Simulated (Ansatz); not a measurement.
Process, species as SMILES: CCN(CC)B(O)O + 2 B (BH3) + 2 C (CH4) + 2 N (NH3) → BN (BNH4) + 2 BO (H3BO) + 2 CC (C2H6) + 2 CN (CH5N) [methanamine]
Geometries: B3LYP-D3(BJ)/def2-TZVP minima from Ansatz (a first-principles code), one conformer each, not searched for the lowest.
Geometry of the first species:
```xyz
20

C      2.0386     1.5585     0.2462
C      1.0227     1.1086    -0.8005
N      0.1747     0.0007    -0.3480
C      0.8070    -1.2920    -0.5789
C      0.1212    -2.5251    -0.0092
B     -1.0679     0.3117     0.2648
O     -2.0165    -0.5761     0.7391
O     -1.3858     1.6494     0.4130
H      2.6752     2.3524    -0.1512
H      2.6867     0.7370     0.5582
H      1.5233     1.9420     1.1274
H      1.5401     0.7926    -1.7125
H      0.3860     1.9485    -1.0701
H      1.8217    -1.2597    -0.1655
H      0.9303    -1.4355    -1.6608
H      0.7456    -3.3979    -0.2055
H     -0.0099    -2.4570     1.0724
H     -0.8426    -2.7199    -0.4867
H     -1.8062    -1.5035     0.6276
H     -2.2528     1.7500     0.8166
```
Charge 0, spin multiplicity 1.

Quantity: bond separation energy (electronic energy difference), in kcal/mol. Cores are frozen in the correlated levels unless marked. Spin-orbit coupling is left out. Non-relativistic. Basis-set limits of correlation are two-point, X^-3; Hartree-Fock from the larger set. The bracket is a focal-point correction in the basis named.

| level | program | bond separation energy (kcal/mol) |
|---|---|---|
| PBE/def2-TZVPD | Ansatz | -17.7 |
| PBE0/def2-TZVPD | Ansatz | -14.9 |
| wB97M-V/def2-TZVPD | Ansatz | [?] |
| B2GP-PLYP-D3(BJ)/def2-TZVPD | Ansatz + dftd3 | -8.8 |
| B2GP-PLYP-D4/def2-TZVPD | Ansatz + dftd4 | -8.9 |
| RI-MP2/CBS(cc-pVTZ,cc-pVQZ)+[CCSD(T)-MP2]/cc-pVTZ | Ansatz | [?] |

### Question
What belongs in the gaps?

### Answer

- wB97M-V/def2-TZVPD, bond separation energy (kcal/mol): -9.7
- RI-MP2/CBS(cc-pVTZ,cc-pVQZ)+[CCSD(T)-MP2]/cc-pVTZ, bond separation energy (kcal/mol): -8.0
